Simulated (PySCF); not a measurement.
C3H4BF3, SMILES C/C(=C/F)B(F)F.

The structure is a stationary point at ωB97X-D3(BJ)/def2-SVP. The structure was generated by enumeration; whether it is a known compound was not checked. One conformer was computed; it need not be the lowest.

These are B3LYP/def2-TZVP (PySCF) values and carry that method's errors.

Isolated molecule, no solvent.

Computed frontier levels, gap, dipole moment and polarisability:
| Quantity | Value |
|---|---|
| highest occupied level | -7.64 eV |
| lowest empty level | -1.53 eV |
| orbital gap | 6.11 eV |
| dipole moment | 2.73 D |
| quadrupole, principal values (traceless, Buckingham form, about the centre of nuclear charge) | -4.37, 2.00, 2.37 D·Å |
| mean static polarisability | 50.2 bohr³ (7.44 Å³) |
| polarisability, principal values | 35.5, 52.1, 63.1 bohr³ |
